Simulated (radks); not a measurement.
Results of a calculation; reference values are marked as such.
Question: These are the eigenvalues of the occupied orbitals of an atom or ion with whole-number occupations (Ry). Level of theory: scalar-relativistic Kohn-Sham, r2SCAN, spin-polarised, spherical densities, finite nucleus; meta-GGA in the generalised Kohn-Sham scheme; Fermi nuclear charge, rms radius of each element as measured or else 0.836 A^(1/3) + 0.57 fm (a radial shooting solver on a logarithmic mesh with Libxc functionals).

orbital  eigenvalue
1s        -136.1294
2s        -14.42512
2p        -11.05859

Which element is it, and in what charge state? The configuration may be excited. Open shells, if any, are filled with parallel spins first.

Answer: Z = 14, silicon, charge +4: Si4+ in [Ne]. The list shows which subshells hold electrons but not how many an open one holds; the 1s level, -68.065 hartree, gives Z - s = 11.7 by -(Z - s)^2/2, which with screening and relativity narrows Z to a few neighbours, and the depths of the outer levels then fix element, charge and occupations together.
